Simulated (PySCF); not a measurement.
# Excitation energy of Ti by level of theory

Ti [Ar] 3d2 4s2 (3F) → Ti [Ar] 3d3 4s1 (5F), as a difference of total energies. Computed with PySCF 2.14 in aug-cc-pVDZ-DK (7s6p4d2f, 59 functions), with scalar relativity by spin-free X2C-1e. Correlated levels: valence: [Ar] frozen. The calculations carry no spin-orbit coupling.

```csv
method,excitation energy (eV)
UHF,0.706
MP2 (valence),0.934
SCS-MP2 (valence),1.436
CCSD (valence),1.055
CCSD(T) (valence),1.072
```

How much does correlation contribute at CCSD(T) (valence)?

1.072 − (0.706) = 0.366 eV, measured against UHF.

Errors of the correlated levels include the incompleteness of this basis and the frozen core.

For comparison: 0.806 eV (measured; NIST levels, between the centres of gravity of the two terms).
